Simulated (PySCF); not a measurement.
Structure with atom numbers: `[CH:1]#[C:2]/[CH:3]=[N:4]\[SiH2:5][CH3:6]` (H(Xn): hydrogen on atom n).

Geometry: PBE0-D3(BJ)/def2-SVP; GIAO shifts from PySCF, gas phase, non-relativistic, averaged over equivalent atoms.

At PBE0/cc-pVDZ (123 basis functions, 21 s wall time on 1 thread of an Arm Neoverse N1, shared host):
```csv
atoms,δ (ppm)
C3,151.7
C1,82.3
C2,75.4
C6,-3.6
N4,402.5
Si5,-30.6
H(C3),8.49
H(Si5),5.13
H(C1),2.99
H(C6),0.35
```

Scale: TMS for 13C (196.75 ppm), 29Si (418.61 ppm), 1H (31.29 ppm); 15N (273.12 ppm) against NH3 (reference shieldings calculated alike).

Q: Predict the values at PBE0/def2-SVP on the same geometry.

A: 
```tsv
atoms	δ at PBE0/def2-SVP	change
C3	151.3	-0.4
C1	82.7	+0.4
C2	74.0	-1.4
C6	-4.2	-0.6
N4	407.4	+4.9
Si5	-37.5	-6.9
H(C3)	8.22	-0.27
H(Si5)	5.15	+0.02
H(C1)	2.95	-0.04
H(C6)	0.28	-0.07
```

Scale: TMS for 13C (σref 193.72) and 29Si (σref 407.17) and 1H (σref 31.34); 15N (σref 269.84) against NH3 (reference shieldings calculated alike).

The largest change is at Si5 (silicon bonded to C, N, 2 H). Cost: 123 basis functions, 19 s wall time on 1 thread of an Arm Neoverse N1, shared host. The order of the carbon signals is the same at both levels.

Experimental scales use liquid or dissolved standards, which lie at an offset from isolated NH3 (liquid NH3: subtract about 20 ppm). Unscaled 15N shifts of sp2 nitrogen come out 20 to 40 ppm too high even then.
